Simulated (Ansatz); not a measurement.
Cost and result for the atomization energy of CH$_{6}$BClFNSi (`CNB(F)[SiH2]Cl`) (12 atoms, 11 bonds).

Cartesian coordinates in Å:
```
C -0.524 0.805 -1.904
N -0.099 0.018 -0.767
B -0.084 0.418 0.559
F -0.494 1.655 0.889
Si 0.553 -0.851 2.002
Cl 1.093 -2.630 1.070
H -0.839 1.790 -1.563
H 0.290 0.934 -2.623
H -1.366 0.334 -2.419
H 0.215 -0.917 -0.980
H -0.494 -1.188 3.001
H 1.750 -0.366 2.736
```

The species carries charge 0 and has multiplicity 1. Geometry: relaxed with PBE0-D4/def2-TZVP. It is one conformer, not always the lowest. Program: Ansatz. All runs use 2 threads of an AMD EPYC 7R13 on a shared host and a share of an NVIDIA H100 80 GB. Times are those of one run each, without the atoms' runs, and a repeat can differ threefold. Electronic energies, without spin–orbit coupling; frozen cores. CCSD(T)/CBS adds CCSD(T) − MP2 in def2-TZVPP to the MP2 limit, and its time is that of the two runs behind it. T1 = 0.012. B3LYP takes the VWN-RPA correlation (the form of Gaussian; ORCA's B3LYP/G).

CCSD(T)/CBS is a level of theory with its own doubt, some kJ/mol a heavy atom from the limit and from the frozen cores, so smaller differences don't rank the functionals.

```csv
level,functions,wall time,atomization (kJ/mol),difference from CCSD(T)/CBS,per bond
PBE-D4/def2-TZVPP (with forces),292,2.2 s,4563.8,90.9,8.3
r2SCAN-D4/def2-TZVPP (with forces),292,3.2 s,4494.5,21.6,2.0
PBE0-D4/def2-TZVPP,292,3.2 s,4491.1,18.2,1.7
B2PLYP/def2-TZVPP,292,3.9 s,4434.6,-38.3,-3.5
B3LYP-D4/def2-TZVPP (with forces),292,4 s,4484.7,11.8,1.1
MP2/def2-QZVPP,548,4.9 s,4506.5,33.6,3.0
ωB97X-V/def2-TZVPP,292,5.5 s,4502.7,29.8,2.7
CCSD(T)/def2-TZVPP,292,8 s,4352.5,-120.4,-11.0
ωB97M-V/def2-TZVPP (with forces),292,8 s,4501.2,28.3,2.6
CCSD(T)/CBS(def2),–,13 s,4472.9,0.0,0.0
```

In def2-TZVPP, CCSD(T) changes the Hartree–Fock value by +1022.8 kJ/mol (the triples alone add +63.0 kJ/mol) and MP2 by +1105.4 kJ/mol; breaking electron pairs costs correlation energy, which Hartree–Fock lacks. From PBE to PBE0 (25 % exact exchange), in def2-TZVPP and without D4, the atomization energy moves by −68.8 kJ/mol: exact exchange takes away binding that semilocal exchange gives to molecules. The D4 term adds +42.3 kJ/mol with B3LYP and +22.4 kJ/mol with PBE0; it sums over pairs of atoms, weighted by their polarisabilities, and B3LYP, whose exchange is more repulsive, gets the larger term.
